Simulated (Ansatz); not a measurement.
The first iterations of a band of CH4F2OSi2 (10 atoms, charge 0, multiplicity 1).

All numbers below come from Ansatz 0.2.0, RKS PBE-D4/STO-3G.

```yaml
movable_images: 7
climbing_image: yes
spring: 2.0 to 10.0 eV/Å², energy-weighted
optimiser: quadratic models (default)
start_path: IDPP
force_threshold: 0.05 eV/Å
iteration_limit: 60
end_points: relaxed
```

First end point:

```xyz
10
Properties=species:S:1:pos:R:3
O -1.583 -1.309 0.730
C -0.657 -0.560 0.298
Si 0.184 -0.810 -1.441
Si 0.059 0.945 1.355
F 1.459 1.431 0.620
F -0.951 2.255 1.329
H 0.139 0.449 -2.173
H -0.477 -1.846 -2.222
H 1.582 -1.174 -1.249
H 0.328 0.567 2.756
```

Last end point:

```xyz
10
Properties=species:S:1:pos:R:3
O -2.043 -0.668 0.140
C -0.835 -0.298 0.052
Si 0.449 -1.182 -1.117
Si -0.106 1.213 1.094
F 0.418 2.402 0.069
F -1.231 1.915 2.080
H 1.096 -0.175 -1.948
H -0.178 -2.184 -1.966
H 1.476 -1.816 -0.300
H 1.038 0.742 1.900
```

| iteration | highest image above the first end (eV) | largest band force component (eV/Å) |
| --- | --- | --- |
| 1 | 0.083 | 1.048 |
| 2 | 0.025 | 0.651 |
| 3 | 0.022 | 0.556 |
| 4 | 0.028 | 1.102 |

**Question.** Does the band converge within its limit, and where does its top end?

**Answer.** It converged. It ended after 14 iterations with the highest image 0.020 eV above the first end. The top lies less than 8 meV above the higher end, about what the thresholds resolve: that end is a shoulder or a very shallow well. Another band between the same ends (7 images) ends at a top of the same energy, where a vibrational analysis finds no clearly imaginary modes. Limits of this set-up: minimal basis.

Run time: 4.2 min on 1 thread of Arm Neoverse V1, on a shared host, peak memory 0.1 GiB.
